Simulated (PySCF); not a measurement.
# Excitation energy of Tc⁺ by level of theory

Tc⁺ [Kr] 4d5 5s1 (7S) → Tc⁺ [Kr] 4d6 (5D), as a difference of total energies. All numbers are calculated (PySCF 2.14, a scalar-relativistic core potential, in def2-QZVPPD with the def2 core potential (28 electrons)). Correlated levels: valence: 4s2 4p6 frozen; valence and next inner shell: nothing frozen outside the core potential. The calculations carry no spin-orbit coupling.

```json
{"method": "UHF", "excitation energy (eV)": "1.495"}
{"method": "LDA", "excitation energy (eV)": "0.776"}
{"method": "PBE", "excitation energy (eV)": "0.696"}
{"method": "PBE0", "excitation energy (eV)": "0.695"}
{"method": "r2SCAN", "excitation energy (eV)": "1.224"}
{"method": "PBEsol", "excitation energy (eV)": "0.797"}
{"method": "CAM-B3LYP", "excitation energy (eV)": "0.351"}
{"method": "M06", "excitation energy (eV)": "-0.159"}
{"method": "r2SCAN0", "excitation energy (eV)": "1.083"}
{"method": "MP2 (valence)", "excitation energy (eV)": "0.724"}
{"method": "SCS-MP2 (valence)", "excitation energy (eV)": "0.081"}
{"method": "MP2 (valence and next inner shell)", "excitation energy (eV)": "0.993"}
{"method": "SCS-MP2 (valence and next inner shell)", "excitation energy (eV)": "0.582"}
```

**Question.** How much does correlation contribute at MP2 (valence and next inner shell)?

**Answer.** 0.993 − (1.495) = -0.502 eV, measured against UHF.
